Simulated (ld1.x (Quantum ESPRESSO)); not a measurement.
**iridium: TM pseudisation with PBEsol, scalar-relativistic reference atom.**

iridium (Ir), norm-conserving Troullier–Martins (Kleinman–Bylander form), made with ld1.x (Quantum ESPRESSO) 7.5 (PBEsol, scalar-relativistic). Core [Xe] 4f14, reference 5d8 6s1 6p0. Waves: 6s (bound): rc 1.95 bohr; 6p (bound, empty): rc 2.70 bohr; 5d (bound): rc 2.00 bohr. Local part: the d channel. Core correction: Bessel-smoothed model core, default radius (core density twice the valence density).

All-electron outer shells of the reference configuration (PBEsol, scalar-relativistic, ld1.x):

```csv
shell,level (eV),outermost node (bohr),outermost maximum (bohr)
4f,-59.60,–,0.39
5p,-52.32,0.54,1.01
6s,-5.59,1.17,2.44
5d,-5.44,0.59,1.31
6p,-0.86,1.40,3.65
```

(1) Estimate the cutoffs (Ry, on a coarse ladder) from which the occupation-weighted sum of valence levels, in a spherical-Bessel basis at the reference potential, stays within 10 and 1 mRy of its value at 400 Ry.

(2) Does the potential have ghost states?

## Answers

(1) 40 Ry and 50 Ry.

(2) Ghost states, extra bound levels that the all-electron valence spectrum of the same l lacks: s at -50.2 eV, p at -9.8 eV. A true bound ghost makes a file unfit for plane-wave use.

Its largest configuration-test error is -161 meV (5d6 6s2 6p0). 2 of 7 tests not solved or not reliable. Not counted: 5d7 6s1 6p1 (solver errors, printed error -2.5 eV); 5d7 6s0 6p1 (solver errors, printed error -2.9 eV).
